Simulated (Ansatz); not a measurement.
Consider the redistribution: `FBCF` + `C[SiH](N)[SiH2]N` → `C[SiH](N)BF` + `N[SiH2]CF`.

Isolated molecules relaxed with PBE0-D4/def2-TZVP in Ansatz; ΔE leaves out vibrations. CCSD(T)/CBS adds triple-zeta CCSD(T) − MP2 to the extrapolated MP2 energy (def2 sets, frozen cores). DFT in def2-TZVPP. B3LYP here is the variant with VWN-RPA as its local correlation; programs differ in this. Each species was taken in one conformer, which may not be the lowest.

```json
{"level": "PBE-D4", "ΔE (kcal/mol)": "11.3", "difference from CCSD(T)/CBS": "1.8"}
{"level": "r2SCAN-D4", "ΔE (kcal/mol)": "10.8", "difference from CCSD(T)/CBS": "1.3"}
{"level": "PBE0-D4", "ΔE (kcal/mol)": "11.4", "difference from CCSD(T)/CBS": "1.9"}
{"level": "B3LYP-D4", "ΔE (kcal/mol)": "10.2", "difference from CCSD(T)/CBS": "0.7"}
{"level": "ωB97X-V", "ΔE (kcal/mol)": "9.7", "difference from CCSD(T)/CBS": "0.2"}
{"level": "ωB97M-V", "ΔE (kcal/mol)": "9.6", "difference from CCSD(T)/CBS": "0.1"}
{"level": "B2PLYP", "ΔE (kcal/mol)": "9.3", "difference from CCSD(T)/CBS": "-0.2"}
{"level": "PBE", "ΔE (kcal/mol)": "10.5", "difference from CCSD(T)/CBS": "1.0"}
{"level": "r2SCAN", "ΔE (kcal/mol)": "10.5", "difference from CCSD(T)/CBS": "1.0"}
{"level": "PBE0", "ΔE (kcal/mol)": "10.7", "difference from CCSD(T)/CBS": "1.2"}
{"level": "B3LYP", "ΔE (kcal/mol)": "9.0", "difference from CCSD(T)/CBS": "-0.5"}
{"level": "HF/def2-TZVPP", "ΔE (kcal/mol)": "8.4", "difference from CCSD(T)/CBS": "-1.1"}
{"level": "MP2/def2-TZVPP", "ΔE (kcal/mol)": "9.9", "difference from CCSD(T)/CBS": "0.4"}
{"level": "SCS-MP2/def2-TZVPP", "ΔE (kcal/mol)": "9.1", "difference from CCSD(T)/CBS": "-0.4"}
{"level": "CCSD/def2-TZVPP", "ΔE (kcal/mol)": "9.4", "difference from CCSD(T)/CBS": "-0.1"}
{"level": "CCSD(T)/def2-TZVPP", "ΔE (kcal/mol)": "9.7", "difference from CCSD(T)/CBS": "0.2"}
{"level": "HF/def2-QZVPP", "ΔE (kcal/mol)": "8.2", "difference from CCSD(T)/CBS": "-1.3"}
{"level": "MP2/def2-QZVPP", "ΔE (kcal/mol)": "9.7", "difference from CCSD(T)/CBS": "0.2"}
{"level": "SCS-MP2/def2-QZVPP", "ΔE (kcal/mol)": "8.9", "difference from CCSD(T)/CBS": "-0.6"}
{"level": "HF/CBS(def2)", "ΔE (kcal/mol)": "8.2", "difference from CCSD(T)/CBS": "-1.3"}
{"level": "MP2/CBS(def2)", "ΔE (kcal/mol)": "9.7", "difference from CCSD(T)/CBS": "0.2"}
{"level": "CCSD/CBS(def2)", "ΔE (kcal/mol)": "9.2", "difference from CCSD(T)/CBS": "-0.3"}
{"level": "CCSD(T)/CBS", "ΔE (kcal/mol)": "9.5", "difference from CCSD(T)/CBS": "0"}
```

Largest T1 diagnostic among the species: 0.012.

The D4 term adds +1.2 kcal/mol with B3LYP and +0.7 kcal/mol with PBE0; it sums over pairs of atoms, weighted by their polarisabilities, and B3LYP, whose exchange is more repulsive, gets the larger term. In def2-TZVPP, CCSD(T) changes the Hartree–Fock value by +1.3 kcal/mol (the triples alone add +0.2 kcal/mol) and MP2 by +1.5 kcal/mol.
